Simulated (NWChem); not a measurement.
# CdBrF; SMILES [F][Cd][Br]

All runs: NWChem. The geometry was optimised at PBE0/def2-SVP. def2 effective core potentials on Cd; no spin-orbit coupling. Level SCAN/def2-SVP: energy and gradient on several grids; changes count from the extra-fine grid, which is no exact limit either.

```tsv
grid	size of the energy change (μHa)	largest change of a gradient component (μHa/bohr)
xcoarse	20000	5000
coarse	3000	800
medium	2000	500
fine	200	40
xfine	< 10	< 30
```
